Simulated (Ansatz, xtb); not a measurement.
## CHCl2Si+: where a starting geometry ends

The starting geometry of this gas-phase singlet has its atoms placed at random.

```yaml
atoms:
  - { symbol: C, position_ang: [-0.7326, 1.0324, -0.4372] }
  - { symbol: Cl, position_ang: [0.6065, -0.3674, -1.0318] }
  - { symbol: Cl, position_ang: [-0.1716, -1.7239, 0.1025] }
  - { symbol: Si, position_ang: [1.4502, -0.2418, 1.3000] }
  - { symbol: H, position_ang: [-1.7143, 0.8655, 0.0247] }
```

Q: Guess where an optimisation with r2SCAN-D4/def2-SVP ends from this start.

A: It ends as a structure given below by its coordinates. Distances that change by over a tenth: C1–Cl2 (2.03 → 1.66 Å), Cl2–Si4 (2.48 → 3.15 Å). Contacts that open: Cl2–Cl3 (1.93 → 3.32 Å). Contacts that close: C1–Si4 (3.07 → 1.94 Å), Cl3–Si4 (2.50 → 2.16 Å).

The energy falls by 9.54 eV over 19 steps:

```json
{"step": "1", "E − E(last) (eV)": "9.541"}
{"step": "3", "E − E(last) (eV)": "5.230"}
{"step": "5", "E − E(last) (eV)": "2.648"}
{"step": "7", "E − E(last) (eV)": "0.632"}
{"step": "9", "E − E(last) (eV)": "0.129"}
{"step": "11", "E − E(last) (eV)": "0.011"}
{"step": "13", "E − E(last) (eV)": "0.001"}
{"step": "15", "E − E(last) (eV)": "0.000"}
{"step": "17", "E − E(last) (eV)": "0.000"}
{"step": "19", "E − E(last) (eV)": "0.000"}
```

Final geometry (Å):

```yaml
atoms:
  - { symbol: C, position_ang: [-0.2308, 0.3677, -0.1640] }
  - { symbol: Cl, position_ang: [0.3016, 0.5005, -1.7356] }
  - { symbol: Cl, position_ang: [-0.3035, -1.7719, 0.6094] }
  - { symbol: Si, position_ang: [0.9679, -0.1518, 1.2702] }
  - { symbol: H, position_ang: [-1.2971, 0.6203, -0.0221] }
```

From the same start GFN2-xTB ends elsewhere, differing in C1–Cl3 (1.89 against 2.28 Å here).

From so rough a start the end depends on the optimiser's path, so another program may land elsewhere. The end wasn't checked by frequencies. Run with Ansatz 0.2.0, 54 s on 1 thread of Intel(R) Xeon(R) Platinum 8259CL CPU @ 2.50GHz (Skylake/Cascade Lake), on a shared host.
